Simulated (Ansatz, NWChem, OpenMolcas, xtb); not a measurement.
# Ligand exchange: NaBr + SnH3(CH3) → CH3Na + SnH3Br

Species: NaBr, singlet; SnH3(CH3), singlet; CH3Na `[CH3][Na]`, singlet; SnH3Br `[Br][SnH3]`, singlet. The partners trade Br for CH3: Na–Br and Sn–CH3 bonds give way to Na–CH3 and Sn–Br.

Shapes, held fixed at every level: PBE0-D4/def2-TZVP. Programs: Ansatz 0.2.0, NWChem 7.3.0, OpenMolcas 26.06, xtb 6.7.1. A level may come from different programs for different species; with the same settings they agree closely. The zero-point and thermal change to 298 K, harmonic and unscaled (PBE0-D4/def2-TZVP), is -6.9 kJ/mol.

Task: Estimate ΔH(298 K) of this reaction.

Result: The highest level, CCSD(T)/def2-TZVPP, gives ΔH(298 K) = +175.1 kJ/mol; the levels span +127.8 to +196.2. The column of differences is taken from that level and isn't an error. No measured value is set beside it here. For atoms past krypton def2 sets carry core potentials with scalar relativity. Relativity is left out for Br. Outer-core shells of Br, Na, Sn are correlated in most correlated rows, in sets that cover them unevenly.

| level | kind | ΔH(298 K) (kJ/mol) | less CCSD(T)/def2-TZVPP |
| --- | --- | --- | --- |
| GFN1-xTB | semi-empirical | +127.8 | -47.3 |
| HF/def2-TZVPP | Hartree–Fock | +196.2 | +21.1 |
| r2SCAN-D4/def2-TZVPP | meta-GGA | +173.0 | -2.1 |
| PBE0/def2-SVP | global hybrid | +169.6 | -5.5 |
| r2SCAN0-D4/def2-TZVPP | global hybrid | +180.7 | +5.6 |
| wB97X-V/def2-TZVPP | range-separated hybrid | +176.6 | +1.5 |
| CCSD(T)/def2-SVP | coupled cluster or CI | +180.0 | +4.9 |
| CCSD(T)/def2-TZVPP | coupled cluster or CI | +175.1 | 0.0 |
